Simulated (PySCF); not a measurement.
C₅H₇FO, SMILES C=C[C@]1(F)CCO1.

The structure is a stationary point at PBE0-D3(BJ)/def2-SVP. The structure was generated by enumeration; whether it is a known compound was not checked. The values are those of a single conformer.

Computed with PBE/def2-TZVP run with PySCF.

* **total energy**: -369.47040 hartree
* **highest occupied level**: -6.50 eV
* **lowest empty level**: -1.33 eV
* **orbital gap**: 5.17 eV
* **dipole moment**: 2.30 D
* **quadrupole, principal values (traceless, Buckingham form, about the centre of nuclear charge)**: -6.04, -0.86, 6.90 D·Å
* **mean static polarisability**: 63.8 bohr³ (9.46 Å³)
* **polarisability, principal values**: 50.0, 55.8, 85.7 bohr³
